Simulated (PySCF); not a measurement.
A calculated (PBEsol, PySCF 2.14, aug-cc-pVTZ with one added diffuse shell each of s, p, d, f, g type, no relativity, point nucleus) atom or ion has these occupied shells.

```json
{"shell": "1s α", "electrons": "1", "orbital energy (eV)": "-4388.4", "rms radius, mean of both spins (bohr)": "0.0852"}
{"shell": "1s β", "electrons": "1", "orbital energy (eV)": "-4388.4", "rms radius, mean of both spins (bohr)": "0.0852"}
{"shell": "2s α", "electrons": "1", "orbital energy (eV)": "-493.02", "rms radius, mean of both spins (bohr)": "0.376"}
{"shell": "2s β", "electrons": "1", "orbital energy (eV)": "-492.98", "rms radius, mean of both spins (bohr)": "0.376"}
{"shell": "2p α", "electrons": "3", "orbital energy (eV)": "-411.49", "rms radius, mean of both spins (bohr)": "0.343"}
{"shell": "2p β", "electrons": "3", "orbital energy (eV)": "-411.44", "rms radius, mean of both spins (bohr)": "0.343"}
{"shell": "3s α", "electrons": "1", "orbital energy (eV)": "-76.807", "rms radius, mean of both spins (bohr)": "1.14"}
{"shell": "3s β", "electrons": "1", "orbital energy (eV)": "-76.700", "rms radius, mean of both spins (bohr)": "1.14"}
{"shell": "3p α", "electrons": "3", "orbital energy (eV)": "-55.712", "rms radius, mean of both spins (bohr)": "1.23"}
{"shell": "3p β", "electrons": "3", "orbital energy (eV)": "-55.594", "rms radius, mean of both spins (bohr)": "1.23"}
{"shell": "4p α", "electrons": "1", "orbital energy (eV)": "-14.707", "rms radius, mean of both spins (bohr)": "3.59"}
```

Task: Name the element and its charge.

Result: Sc²⁺ (scandium, charge +2), in [Ar] 4p1, 2P determinant (an excited configuration).
